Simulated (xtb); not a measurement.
ScCl2, SMILES [Cl][Sc+][Cl], charge +1. All values are semi-empirical tight-binding results from xtb (GFN2-xTB unless named), good for trends rather than for accurate numbers. The structure is a stationary point at GFN2-xTB. The spin state was assumed, not searched. The isomer is the one that the SMILES or the coordinates give; other isomers of the formula were not compared.

For metal compounds this method's bond lengths and energies can be far off.

Task: Estimate the properties. (The exact figures need the calculation; the answer reports its results.)

Result: 
| Item | Result |
|---|---|
| point group as xtb finds it | C2v |
| orbital gap | 1.74 eV |
| zero-point energy | 1.0 kcal/mol |
| G − E(el) at 298.15 K (modified RRHO) | -16.9 kcal/mol |
